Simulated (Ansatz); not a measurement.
C$_{8}$H$_{22}$F$_{2}$Si$_{3}$, SMILES `C[Si](C)(C)C[Si](F)(F)C[Si](C)(C)C`, one more setting.

```yaml
crystal:
  periodic: [false, false, false]
  atoms:
    - {symbol: C, position_ang: [-3.236649, 2.188428, 1.689102]}
    - {symbol: Si, position_ang: [-1.589078, 2.114615, 0.797725]}
    - {symbol: C, position_ang: [-0.194982, 2.131699, 2.047410]}
    - {symbol: C, position_ang: [-1.433785, 3.568897, -0.369569]}
    - {symbol: C, position_ang: [-1.513145, 0.497536, -0.177132]}
    - {symbol: Si, position_ang: [-0.163002, 0.329801, -1.417471]}
    - {symbol: F, position_ang: [1.135695, 1.128119, -0.913620]}
    - {symbol: F, position_ang: [-0.609908, 1.103883, -2.743789]}
    - {symbol: C, position_ang: [0.343241, -1.390721, -1.833359]}
    - {symbol: Si, position_ang: [1.540959, -2.232930, -0.638983]}
    - {symbol: C, position_ang: [1.527184, -4.075382, -0.980566]}
    - {symbol: C, position_ang: [1.013473, -1.929240, 1.135731]}
    - {symbol: C, position_ang: [3.257403, -1.542418, -0.912278]}
    - {symbol: H, position_ang: [-3.361814, 1.334606, 2.360588]}
    - {symbol: H, position_ang: [-4.070045, 2.182671, 0.981349]}
    - {symbol: H, position_ang: [-3.316007, 3.099016, 2.289488]}
    - {symbol: H, position_ang: [-0.269088, 1.284209, 2.734717]}
    - {symbol: H, position_ang: [0.775965, 2.081811, 1.549158]}
    - {symbol: H, position_ang: [-0.220389, 3.046485, 2.645873]}
    - {symbol: H, position_ang: [-1.535253, 4.512891, 0.172962]}
    - {symbol: H, position_ang: [-0.462266, 3.572319, -0.870067]}
    - {symbol: H, position_ang: [-2.205909, 3.542096, -1.142914]}
    - {symbol: H, position_ang: [-1.444296, -0.326941, 0.541124]}
    - {symbol: H, position_ang: [-2.460653, 0.366406, -0.713940]}
    - {symbol: H, position_ang: [-0.566528, -1.997773, -1.910710]}
    - {symbol: H, position_ang: [0.805763, -1.390874, -2.827511]}
    - {symbol: H, position_ang: [0.534165, -4.501976, -0.814670]}
    - {symbol: H, position_ang: [1.812637, -4.286396, -2.014646]}
    - {symbol: H, position_ang: [2.229177, -4.600483, -0.326867]}
    - {symbol: H, position_ang: [1.682803, -2.452475, 1.824346]}
    - {symbol: H, position_ang: [1.047773, -0.866249, 1.389496]}
    - {symbol: H, position_ang: [-0.000613, -2.292538, 1.324316]}
    - {symbol: H, position_ang: [3.599478, -1.729794, -1.933785]}
    - {symbol: H, position_ang: [3.274038, -0.463081, -0.744662]}
    - {symbol: H, position_ang: [3.976854, -2.004113, -0.230546]}
basis:
  gaussian: {orbitals: def2-mTZVP}
hamiltonian: {xc: {name: HF}}
correlation: {method: ccsd}
```

```sh
$ ansatz run in.yaml --threads 11 --pin off --events-out ev --progress --plain --max-ram 174080MiB --backend cuda --devices 0, --max-vram 75GiB
```

Shortened log:

```
Functional definition: HF
3033 factors; integrals over basis functions are off by at most 1.1e-3 eV
mean field evaluation 1: about -37590.5009 eV, gradient 6.9e1 eV
mean field evaluation 2: about -37590.8477 eV, gradient 6.9e1 eV
mean field evaluation 4: about -37602.0599 eV, gradient 6.2e0 eV
mean field evaluation 8: about -37602.1883 eV, gradient 3.5e-1 eV
mean field evaluation 16: about -37601.6338 eV, gradient 6.2e0 eV
mean field -37602.18875797 eV, -1381.8549491764 hartree, gradient 1.4e-6 eV, S^2 0.000000; 0 other end points of the search recorded, 0 dependent functions left out
25 core orbitals not correlated: weight in the atoms' cores, before any rotation towards them, 1.000 or more for the frozen orbitals, at most 0.000 for the correlated occupied ones
reference -37602.18875797 eV, -1381.8549491764 hartree; 40, 40 occupied and 257, 257 virtual orbitals, 3033 factors
second order -47.68460961 eV of doubles, -0.00000000 eV of singles
cycle   1  -49.53799916 eV  change    -1.9e0 eV  update   1.6e-1
cycle   2  -50.91395793 eV  change    -1.4e0 eV  update   4.6e-2
cycle   3  -51.18608836 eV  change   -2.7e-1 eV  update   2.1e-2
cycle   4  -51.19147236 eV  change   -5.4e-3 eV  update   4.1e-3
cycle   5  -51.19209058 eV  change   -6.2e-4 eV  update   1.5e-3
cycle   6  -51.19256376 eV  change   -4.7e-4 eV  update   3.9e-4
cycle   7  -51.19246333 eV  change    1.0e-4 eV  update   1.3e-4
cycle   8  -51.19245789 eV  change    5.4e-6 eV  update   3.7e-5
Total energy: -37653.38121586 eV, -1383.7362373044 hartree
```

Hardware: 11 threads of an AMD EPYC 7R13 on a shared host and a whole NVIDIA H100 80 GB. Wall time 21 s, peak host memory 0.9 GiB.
